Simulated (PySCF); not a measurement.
Job file and geometry (Å, from PBE0-D3(BJ)/def2-SVP) of a spin–spin coupling run on `F[Se]F`, F₂Se, PySCF 2.14.0, density-fitted response routines, B3LYP/pcJ-1 Se:pcSseg-1 indirect spin-spin coupling, non-relativistic, gas phase; density fitting, a coarse starting grid and PySCF grid level 2 are the driver's defaults:

```
{"job": {"kind": "j", "xc": "B3LYP", "basis": "pcJ-1"}, "charge": 0, "multiplicity": 1}
Se     0.005199    -0.007266    -0.765994
F      1.309655    -0.015689     0.392073
F     -1.314853     0.022956     0.373930
```

**Question.** Write the output of this run.

**Answer.** 
```
coarse grid: 17936 points
cycle   1  E = -2600.8602486935  dE = -7.069e-01  |g| = 1.086e+00  |ddm| = 1.937e+00
cycle   2  E = -2600.5057588060  dE =  3.545e-01  |g| = 1.794e+00  |ddm| = 1.438e+00
cycle   3  E = -2600.9669410494  dE = -4.612e-01  |g| = 2.669e-01  |ddm| = 1.064e+00
cycle   4  E = -2600.9778069999  dE = -1.087e-02  |g| = 6.373e-02  |ddm| = 1.590e-01
cycle   5  E = -2600.9781614871  dE = -3.545e-04  |g| = 7.197e-03  |ddm| = 3.570e-02
cycle   6  E = -2600.9781687197  dE = -7.233e-06  |g| = 8.854e-04  |ddm| = 7.309e-03
final grid: 36288 points
cycle   7  E = -2600.9782203957  dE = -1.621e-07  |g| = 7.303e-04  |ddm| = 1.655e-03
cycle   8  E = -2600.9782203351  dE =  6.063e-08  |g| = 1.003e-03  |ddm| = 1.246e-03
cycle   9  E = -2600.9782204924  dE = -1.573e-07  |g| = 2.454e-04  |ddm| = 6.662e-04
cycle  10  E = -2600.9782205008  dE = -8.424e-09  |g| = 1.128e-05  |ddm| = 1.262e-04
cycle  11  E = -2600.9782205008  dE = -4.547e-13  |g| = 6.178e-06  |ddm| = 9.089e-06
converged SCF energy = -2600.9782205008

Indirect spin-spin couplings (Hz)
  i      j    bonds     total        FC       PSO       DSO        SD
  1 F    2 F    2   1362.606     6.847   927.608    -1.288   429.439
```

Size and cost of the density-fitted run: 95 basis functions, 3.1 s wall time on 1 thread of an Arm Neoverse V2, shared host.
